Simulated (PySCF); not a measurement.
MgCl, SMILES [Mg][Cl], multiplicity 2.

Geometry optimised at B3LYP-D3(BJ)/def2-TZVPD. The multiplicity is an assumed one; other spin states were not compared.

Level of theory: B3LYP-D3(BJ)/def2-TZVPD in PySCF.

Frequencies are harmonic and unscaled.

```
mode  ν (cm⁻¹)  IR (km/mol)  moving atoms (share of kinetic energy)
----  --------  -----------  --------------------------------------
1          442         70.7                        Mg 59 %, Cl 41 %
```
